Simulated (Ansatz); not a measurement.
A nudged elastic band was laid between two geometries of GaH4N + H2 (8 atoms, charge 0, multiplicity 1).

Theory: RKS PBE0-D4/def2-SVP in Ansatz 0.2.0.

```yaml
movable_images: 9
climbing_image: yes
spring: 5.0 eV/Å²
optimiser: quadratic models (default)
start_path: through a guess of the saddle point
force_threshold: 0.5 eV/Å
iteration_limit: 55
end_points: relaxed
```

Image 0:

```xyz
8
Properties=species:S:1:pos:R:3
Ga 0.093 -0.799 0.059
N 0.004 -0.060 1.714
H -0.851 0.034 2.248
H 0.811 0.226 2.257
H 1.514 -0.922 -0.580
H -1.262 -1.240 -0.584
H -0.410 3.326 1.734
H -0.316 2.573 1.648
```

Image 10:

```xyz
8
Properties=species:S:1:pos:R:3
Ga 0.060 0.398 -0.058
N -0.154 0.388 2.082
H -0.327 -0.554 2.431
H 0.689 0.738 2.538
H 1.291 -0.591 -0.172
H -1.372 -0.161 -0.440
H 0.330 1.945 -0.262
H -0.934 0.976 2.377
```

Question: Which bonds break or form, and what moves?

Answer: Bonds broken: H7–H8. Bonds formed: Ga1–H7, N2–H8. GaH4N + H2 becomes GaH6N.

Question: Give the energies along the band, and the barrier.

Answer: The forces met the threshold. The highest image is number 6 of 0 to 10, 0.81 eV above the first end and 1.64 eV above the last; the last end lies 0.83 eV below the first. The threshold of 0.5 eV/Å is loose, so the images may lie well off the minimum-energy path. Neighbouring images differ by up to 1.2 eV, so the band resolves the path poorly. The order of the stationary point at the top wasn't checked. The orbitals stay closed-shell, which can raise the energy where a bond breaks towards radicals; this wasn't checked here.

| image | path coordinate (Å) | energy (eV) | H7–H8 (Å) | Ga1–H7 (Å) | N2–H8 (Å) |
| --- | --- | --- | --- | --- | --- |
| 0 | 0.00 | 0.00 | 0.76 | 4.48 | 2.65 |
| 1 | 0.61 | 0.00 | 0.76 | 4.15 | 2.68 |
| 2 | 1.21 | 0.01 | 0.76 | 3.80 | 2.75 |
| 3 | 1.82 | 0.02 | 0.76 | 3.38 | 2.80 |
| 4 | 2.43 | 0.04 | 0.76 | 2.83 | 2.66 |
| 5 | 3.04 | 0.23 | 0.78 | 2.32 | 2.13 |
| 6 | 3.65 | 0.81 | 0.96 | 1.90 | 1.49 |
| 7 | 4.37 | -0.43 | 1.76 | 1.63 | 1.04 |
| 8 | 5.08 | -0.79 | 2.63 | 1.59 | 1.02 |
| 9 | 5.80 | -0.82 | 2.89 | 1.58 | 1.02 |
| 10 | 6.51 | -0.83 | 3.08 | 1.58 | 1.02 |

Question: What is the geometry of the highest image?

Answer: 
```xyz
8
Properties=species:S:1:pos:R:3
Ga -0.009 0.006 0.186
N -0.040 0.287 2.125
H -0.845 -0.017 2.672
H 0.801 0.111 2.672
H 1.432 -0.159 -0.389
H -1.364 -0.469 -0.424
H -0.226 1.878 0.386
H -0.166 1.502 1.267
```

The band took 9 iterations and of the order of 4 core-minutes.

Time of the run: 4.5 min on 1 thread of Intel(R) Xeon(R) Platinum 8259CL CPU @ 2.50GHz (Skylake/Cascade Lake), with other jobs on the host, peak memory 0.17 GiB.
